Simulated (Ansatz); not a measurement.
BeI₂, relaxed as a singlet with RKS PBE-D4/def2-TZVP in Ansatz, starting from the GFN2-xTB geometry. Force threshold 0.02 eV/Å.

In the def2 sets I takes a core potential; there is no spin–orbit coupling.

Start:

```xyz
3

Be    0.000    0.000   -0.001
I     1.081   -1.720   -0.843
I    -1.081    1.720    0.845
```

| step | energy (eV) | largest force component (eV/Å) | SCF passes |
| --- | --- | --- | --- |
| 1 | -16605.0418 | 0.384 | 17 |
| 2 | -16605.0522 | 0.144 | 21 |
| 3 | -16605.0537 | 0.004 | 22 |

Force components are those of the run's own axes.

End:

```
atom   x (Å)   y (Å)   z (Å)
 Be1   0.000   0.000   0.000
  I2   1.066  -1.696  -0.832
  I3  -1.066   1.696   0.832
```

By distances, no bond broke or formed. The bond that changes most is Be1–I3, from 2.20 to 2.17 Å (atoms count from 1).

No frequencies were taken in this run, so the end may be a saddle point.

Run time 2.4 s (4 threads of Arm Neoverse V1 on a shared host).
